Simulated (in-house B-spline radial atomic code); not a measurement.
Atomic self-consistent-field run: Co6+. Computed with a B-spline radial code for spherical atoms: Dirac-Kohn-Sham PBE0, spherical fractional occupations, exact exchange averaged over the configuration, Fermi nucleus of rms radius 3.7875 fm.

Command:
```bash
python run_scf.py task.json out
```
Settings (nuclear radius in fm, mass in u):
```
Z                27
configuration    [Ar] 3d3
hamiltonian      dirac
method           pbe0
spin_polarised   False
nucleus          fermi
rms_radius       3.7875
atomic_mass      58.93319
speed_of_light   137.035999084
exact_exchange   averaged over the configuration
```

Output (hartree, bohr):
```
 radial grid: 65 intervals, B-splines of order 8, outer radius 10.2985 bohr

 iter        energy (Eh)    residual
    1       -1368.850481    8.79e-01
    2       -1379.689903    4.20e-01
    3       -1382.086638    1.26e-01
    4       -1382.334455    3.43e-02
    5       -1382.351112    1.65e-02
    6       -1382.356121    7.53e-04
    7       -1382.356129    1.14e-05
    8       -1382.356129    3.08e-07
    9       -1382.356129    7.81e-09

 total energy                     -1382.35613
 kinetic                            1403.4943
 electron-nucleus                  -3224.2798
 Hartree                             493.9462
 exact exchange                      -13.4264
 exchange-correlation                -42.0904

 first-order corrections (not in the total)
   Gaunt                             0.5854
   retardation                      -0.0523
   frequency dependence             -0.0015
   self-energy                       0.3892
   Uehling                          -0.0336
   Wichmann-Kroll                    0.0002
   recoil                            0.0099

 orbital      occ     eigenvalue          <r>       <r^2>       <1/r>       r_max    small
 1s1/2      2.000      -285.0638    0.0561879  0.00424658     27.0323     0.03678  9.45e-03
 2s1/2      2.000       -38.1057     0.254753   0.0766416     5.84926       0.213  1.76e-03
 2p1/2      2.000       -33.5991     0.222581   0.0608995      5.7883      0.1704  1.74e-03
 2p3/2      4.000       -33.0527     0.225676   0.0624712     5.67774      0.1729  1.71e-03
 3s1/2      2.000        -8.0450     0.739735    0.626639      1.9201      0.6561  4.21e-04
 3p1/2      2.000        -6.6340     0.756199    0.665062     1.81516      0.6556  3.85e-04
 3p3/2      4.000        -6.5550      0.76345    0.677606     1.79143       0.662  3.80e-04
 3d3/2      1.200        -4.3464     0.785462    0.743759     1.58021      0.6079  3.04e-04
 3d5/2      1.800        -4.3356     0.787671    0.747728     1.57491      0.6097  3.03e-04
```

Cost of the run: 1.2 s on 1 thread of Intel(R) Xeon(R) 6975P-C (shared host).

For the Dirac Hamiltonian the kinetic term is c α·p + (β - 1)c².
